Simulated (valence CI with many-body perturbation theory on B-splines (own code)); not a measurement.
La: E2, M1 decay

Level of theory: valence CI with perturbative core correlation (CI+MBPT): three valence electrons over a frozen Dirac-Fock core [Xe], a basis of 8 s, 8 p, 9 d, 9 f, 6 g, 3 h, 2 i functions for each j, with the one-electron correlation potential Σ1, the two-electron term Σ2, the three-electron term Σ3, Breit, model QED; selected CI, second order for the rest (own B-spline code, finite nucleus).

Against 55 measured levels this calculation errs by 552 cm⁻¹ on average and by 1451 at most. These come from a selection out of the NIST Handbook of Basic Atomic Spectroscopic Data. Levels without a partner in it may be off by more, other configurations by several thousand cm⁻¹. 1 measured level below the end of the list, from 16538 cm⁻¹ on, found no clear computed partner.

Lines 1 to 50 of 70 in falling wavelength, among levels below 20606 cm⁻¹, chosen from the decays that carry over 1 % of a level's rate. Wavelengths and rates use the calculated energies, so an error of 600 cm⁻¹ moves a line at 63390 Å by 38 % and its rate by three times that or more. Electric multipoles are in the length gauge, E1 and E2 with the static RPA response of the core. Weak lines are less certain than strong ones. Lines between different terms over intervals too small for the method are left out, as are lines whose strength nearly cancels and 37 of this kind that miss the measured wavelength by over 7 %. Branching is blank where the lifetime is uncertain.

Names give the largest LS component (configuration and term), which can be under half, so a name can repeat, a term be missing and a line seem to break the LS rules; names also repeat where a configuration has a term twice.

```tsv
λ vac (Å)	λ from measured levels	Upper	Lower	Type	A (s⁻¹)	Branch %
3.818e+05	3.859e+05	5d²6s ⁴P_3/2	5d²6s ⁴P_1/2	M1	3.90e-04	1.6
2.926e+05	2.926e+05	5d²6s ⁴F_5/2	5d²6s ⁴F_3/2	M1	1.68e-03	
2.124e+05	2.064e+05	5d²6s ⁴F_7/2	5d²6s ⁴F_5/2	M1	4.40e-03	
1.593e+05	1.595e+05	5d²6s ⁴F_9/2	5d²6s ⁴F_7/2	M1	6.63e-03	100.0
99290	94950	5d6s² ²D_5/2	5d6s² ²D_3/2	M1	1.13e-02	100.0
97970	96130	5d²6s ²F_7/2	5d²6s ²F_5/2	M1	1.16e-02	
63390	66500	5d²6s ²D_5/2	5d²6s ⁴P_5/2	M1	2.00e-02	12.0
56230	59060	5d²6s ²D_5/2	5d²6s ⁴P_3/2	M1	5.89e-03	3.5
32270	33910	5d²6s ²G_7/2	5d²6s ²F_5/2	M1	9.23e-03	6.1
28570	28430	5d²6s ²F_5/2	5d²6s ⁴F_7/2	M1	8.37e-03	
25690	25440	5d²6s ²F_7/2	5d²6s ⁴F_9/2	M1	1.52e-02	
25180	24990	5d²6s ²F_5/2	5d²6s ⁴F_5/2	M1	1.70e-03	
23560	25030	5d²6s ⁴P_3/2	5d²6s ⁴F_7/2	E2	3.46e-03	14.5
23190	23020	5d²6s ²F_5/2	5d²6s ⁴F_3/2	M1	2.73e-02	
22490	23890	5d²6s ⁴P_5/2	5d²6s ⁴F_7/2	M1	2.75e-03	6.9
22490	23890	5d²6s ⁴P_5/2	5d²6s ⁴F_7/2	E2	2.18e-03	5.5
22450	23690	5d²6s ⁴P_1/2	5d²6s ⁴F_5/2	E2	3.39e-03	24.1
22120	21940	5d²6s ²F_7/2	5d²6s ⁴F_7/2	M1	1.63e-03	
21210	22320	5d²6s ⁴P_3/2	5d²6s ⁴F_5/2	E2	4.72e-03	19.8
21210	22320	5d²6s ⁴P_3/2	5d²6s ⁴F_5/2	M1	9.56e-04	4.0
20850	21910	5d²6s ⁴P_1/2	5d²6s ⁴F_3/2	E2	7.95e-03	56.4
20340	21410	5d²6s ⁴P_5/2	5d²6s ⁴F_5/2	M1	1.58e-03	4.0
20030	19830	5d²6s ²F_7/2	5d²6s ⁴F_5/2	M1	7.03e-03	
19770	20740	5d²6s ⁴P_3/2	5d²6s ⁴F_3/2	E2	1.80e-03	7.6
19770	20740	5d²6s ⁴P_3/2	5d²6s ⁴F_3/2	M1	1.14e-03	4.8
18530	19750	5d²6s ²D_5/2	5d²6s ⁴F_9/2	E2	1.77e-03	1.1
17710	18400	5d²6s ²D_3/2	5d²6s ⁴F_5/2	M1	3.08e-02	12.0
17190	16190	5d²6s ⁴P_1/2	5d6s² ²D_5/2	E2	1.04e-03	7.4
16810	17250	5d²6s ²G_9/2	5d²6s ⁴F_9/2	M1	3.15e-02	32.2
16700	17310	5d²6s ²D_3/2	5d²6s ⁴F_3/2	M1	2.08e-02	8.1
16600	17580	5d²6s ²D_5/2	5d²6s ⁴F_7/2	M1	3.56e-02	21.3
16450	15530	5d²6s ⁴P_3/2	5d6s² ²D_5/2	M1	6.52e-03	27.4
15930	15090	5d²6s ⁴P_5/2	5d6s² ²D_5/2	M1	1.63e-02	41.1
15930	15090	5d²6s ⁴P_5/2	5d6s² ²D_5/2	E2	5.60e-03	14.2
15400	16200	5d²6s ²D_5/2	5d²6s ⁴F_5/2	M1	9.27e-03	5.5
15400	16200	5d²6s ²D_5/2	5d²6s ⁴F_5/2	E2	3.27e-03	2.0
15210	15560	5d²6s ²G_9/2	5d²6s ⁴F_7/2	M1	1.90e-02	19.4
15150	15460	5d²6s ²G_7/2	5d²6s ⁴F_7/2	M1	1.27e-02	8.4
14840	14900	5d²6s ²P_3/2	5d²6s ⁴F_5/2	M1	2.28e-02	5.7
14660	13830	5d²6s ⁴P_1/2	5d6s² ²D_3/2	M1	1.37e-03	9.7
14660	13830	5d²6s ⁴P_1/2	5d6s² ²D_3/2	E2	3.19e-04	2.3
14270	13530	5d²6s ²D_3/2	5d6s² ²D_5/2	E2	2.49e-02	9.8
14270	13530	5d²6s ²D_3/2	5d6s² ²D_5/2	M1	2.82e-03	1.1
14190	14470	5d²6s ²G_9/2	5d²6s ⁴F_5/2	E2	2.75e-03	2.8
14140	14390	5d²6s ²G_7/2	5d²6s ⁴F_5/2	M1	1.53e-02	10.1
14120	14180	5d²6s ²P_3/2	5d²6s ⁴F_3/2	M1	1.21e-02	3.0
14110	13350	5d²6s ⁴P_3/2	5d6s² ²D_3/2	M1	3.94e-03	16.6
14110	13350	5d²6s ⁴P_3/2	5d6s² ²D_3/2	E2	5.86e-04	2.5
13720	13020	5d²6s ⁴P_5/2	5d6s² ²D_3/2	M1	6.23e-03	15.8
13490	13710	5d²6s ²G_7/2	5d²6s ⁴F_3/2	E2	2.90e-03	1.9
```
